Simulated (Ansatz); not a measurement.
Two isomers of C2H9AlOSi: A = `C[SiH](C)[AlH][OH]`, B = `C[C](O)([AlH2])[SiH3]`.

Program: Ansatz. Geometries: PBE0-D4/def2-TZVP. ΔE: electronic, gas phase. CBS: MP2 limit from def2 TZ/QZ plus the TZ coupled-cluster correction, frozen cores. Functionals use def2-TZVPP. B3LYP here is the variant with VWN-RPA as its local correlation; programs differ in this. One conformer a species, not always the lowest.

Q: Which is lower in electronic energy at CCSD(T)/CBS, and by how much? (Estimate.)

A: Computed: A, by 73.2 kcal/mol.

Q: Give E(B) − E(A) in kcal/mol with CCSD(T)/def2-SVP, B3LYP-D4, HF/def2-TZVPP, PBE0-D4, MP2/def2-TZVPP, ωB97M-V, LDA (SPW92). (Estimate.)

A: Ansatz gave: CCSD(T)/def2-SVP 65.7, B3LYP-D4 71.7, HF/def2-TZVPP 73.7, PBE0-D4 72.8, MP2/def2-TZVPP 74.0, ωB97M-V 70.7, LDA (SPW92) 69.2. None reverses the order clearly.

Q: Does the order hold for the free energy at 298.15 K (harmonic terms from PBE0-D4)? (An estimate is asked.)

A: Computed: Yes: G(B) − G(A) = +69.9 kcal/mol, for one conformer each. Modes under 60 cm⁻¹, often nearly free rotors, make the harmonic entropy too high.

Largest T1 diagnostic: 0.012.

Leaving LDA and LC-ωPBE aside and taking each functional with its dispersion term where it has one, the values, not all of them listed here, spread over 4.7 kcal/mol, from revPBE-D4 to r2SCAN0-D4. LDA lies −3.4 kcal/mol from PBE without D4. At CCSD(T), def2-SVP lies −7.5 kcal/mol from the extrapolated value and def2-TZVPP −0.6 kcal/mol.
